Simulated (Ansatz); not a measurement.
Zn(OH)2 (ZnO2H2), relaxed as a singlet with RKS r2SCAN-D4/def2-TZVP in Ansatz, starting from the GFN2-xTB geometry. Force threshold 0.02 eV/Å.

Start:

```xyz
5

Zn   -0.050    0.030   -0.168
O     1.394    0.898    0.105
H     1.814    1.443   -0.557
O    -1.197   -1.016    0.540
H    -1.962   -1.355    0.080
```

**Question.** Estimate the energy that the relaxation releases and the steps that it takes.

**Answer.** 30.8 kJ/mol, in 9 steps; 33 s on 4 threads of Intel Xeon on a shared host. No frequencies were taken in this run, so the end may be a saddle point.

**Question.** Does the start keep its bonding and symmetry?

**Answer.** By distances, no bond broke or formed. The bond that changes most is Zn1–O4, from 1.71 to 1.76 Å (atoms count from 1). Point group C2v at the start, C2 at the end, both within 0.05 Å.

**Question.** Predict the relaxed structure.

**Answer.** 
Cartesian coordinates in Å:
```
Zn 0.049 -0.030 0.161
O 1.613 0.748 -0.069
H 1.572 1.571 -0.566
O -1.458 -0.842 0.576
H -1.776 -1.448 -0.102
```
Bond lengths: 2 × O–Zn 1.76 Å; 2 × H–O 0.96 Å.
